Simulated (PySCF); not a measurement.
Compound: C₅H₈NO₂ (doublet state).
Cartesian coordinates in Å at the GFN2-xTB level; atoms count from 1:
```xyz
16
C5H8NO2 angstrom
N      1.6190    0.1062   -0.9698
C      1.3185   -0.8423   -0.0595
O      2.0895   -1.7137    0.2745
C     -0.0790   -0.7018    0.5425
C     -1.1504   -0.4828   -0.5358
C     -1.1336    1.0016   -0.6596
O     -0.6858    1.5970    0.4927
C     -0.1856    0.5984    1.3613
H      0.9263    0.7879   -1.2542
H      2.5178    0.0846   -1.4213
H     -0.2640   -1.5791    1.1615
H     -2.1241   -0.8572   -0.1870
H     -0.9213   -0.9904   -1.4739
H     -1.8221    1.5913   -1.2365
H     -0.8896    0.4787    2.1943
H      0.7768    0.9305    1.7595
```

The hyperfine couplings belong to this conformer and change with its torsions.

The species is `NC(=O)[C@@H]1C[CH]OC1` [radical].

Computed with PySCF, UKS B3LYP, pcH-1 on C H N O, non-relativistic, mean-field spin-orbit, GIAO. The structure is a single GFN2-xTB conformer in the gas phase; no vibrational or solvent corrections. Couplings are sensitive to structure, and on GFN2-xTB geometries they can be far from those on DFT ones. The SCF solution wasn't tested for stability.

(1) Give the principal g shifts and their parts.

(2) What effective moment and Curie constant follow for a powder?

(3) At 9.567 GHz, how far is the centre of the isotropic spectrum from where a free electron (g = 2.002319) resonates?

(4) In a frozen sample, at which fields do the three g values resonate at 9.5, 34, 94 and 263 GHz (hyperfine left aside), and which band first spreads them over more than twice a line width of 1.0 mT?

Answers

(1) 
```tsv
Δg (ppm)	1	2	3
relativistic mass correction	-200	-200	-200
gauge correction	0	48	49
orbital Zeeman/spin–orbit	-9	1358	2407
total	-209	1206	2256
```

So g = 2.00211, 2.00353, 2.00458 and g_iso = 2.00340; the tensor is rhombic: the two nearest values differ by 43 % of g3 − g1. Axes: g3 points within 6° of the O7–C8 bond.

(2) With the mean of g² = 4.0136 and S(S+1) = 0.75: μ_eff = √(⟨g²⟩S(S+1)) = 1.735 μB and χT = 0.12505·⟨g²⟩·S(S+1) = 0.376 cm³ K/mol (cgs; spin-Hamiltonian part alone).

(3) B = hν/(g μB) with μB/h = 13.99624 MHz/mT gives 341.37 mT for the free electron and 341.19 mT at g_iso, 0.18 mT lower.

(4) 
```tsv
band	GHz	B(g3) mT	B(g2) mT	B(g1) mT	spread mT
X	9.5	338.60	338.78	339.02	0.42
Q	34.0	1211.84	1212.47	1213.33	1.49
W	94.0	3350.38	3352.13	3354.50	4.12
J	263.0	9373.93	9378.85	9385.47	11.54
```

The spread grows in proportion to the frequency. W band is the first where it exceeds 2.0 mT.

The Mulliken spin populations are largest on C6 (+0.84) and O7 (+0.15). The angles at C6 add up to 352.2°, so it is slightly pyramidal.

The HOMO–LUMO gaps are 5.74 eV among the α and 5.41 eV among the β orbitals.

Hardware: an Arm Neoverse V2 with one thread, on a shared host. Cost: 58 s of wall time (grids of density and orbitals included), 1.0 GiB resident at most.
